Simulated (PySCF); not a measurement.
All of these have the formula C4H7N3Si. Method used: TDDFT PBE0/def2-SVPD, vertical, gas phase, core orbitals frozen in the response in PySCF. Geometries: GFN2-xTB; one conformer of each isolated species. Triplets are in the Tamm–Dancoff approximation.

A. `c1(nnnc(c1)C)[SiH3]`
B. `C=Cn1nncc1[SiH3]`
C. `C=CC1=NNN=C1[SiH3]`

Lowest singlet levels (six at most, fewer where fewer were computed) with oscillator strengths:

1. 371 nm (f 0.004); 350 nm (f 0.000); 313 nm (f 0.000); 299 nm (f 0.005); 213 nm (f 0.009); 201 nm (f 0.004); T1 2.44 eV
2. 232 nm (f 0.263); 209 nm (f 0.170); 209 nm (f 0.001); 192 nm (f 0.003); 191 nm (f 0.066); 187 nm (f 0.006); T1 3.38 eV
3. 259 nm (f 0.004); 236 nm (f 0.184); 215 nm (f 0.224); 193 nm (f 0.000); 188 nm (f 0.011); 183 nm (f 0.003); T1 3.56 eV

Task: Which spectrum belongs to which structure?

Result: 1 = A, 2 = C, 3 = B.
- A: S1 at 3.34 eV, HOMO→LUMO (94%); Löwdin shares by element: HOMO nitrogen 85%, carbon 5% or more; LUMO carbon 39% or more, nitrogen 38% or more (atoms not listed hold the other 23%); HOMO -6.90 and LUMO -1.87 eV; point group Cs, 2 of its 6 listed states under f = 0.0005.
- B: S1 at 4.78 eV, HOMO-1→LUMO (98%); Löwdin shares by element: HOMO carbon 56% or more, nitrogen 14% or more (atoms not listed hold the other 30%); LUMO carbon 44% or more, nitrogen 16% or more (atoms not listed hold the other 40%); HOMO -7.41 and LUMO -1.48 eV; point group Cs, 1 of its 6 listed states under f = 0.0005.
- C: S1 at 5.35 eV, HOMO→LUMO (92%); Löwdin shares by element: HOMO carbon 57% or more, nitrogen 13% or more (atoms not listed hold the other 30%); LUMO carbon 52% or more, nitrogen 19% or more (atoms not listed hold the other 29%); HOMO -7.02 and LUMO -1.11 eV.
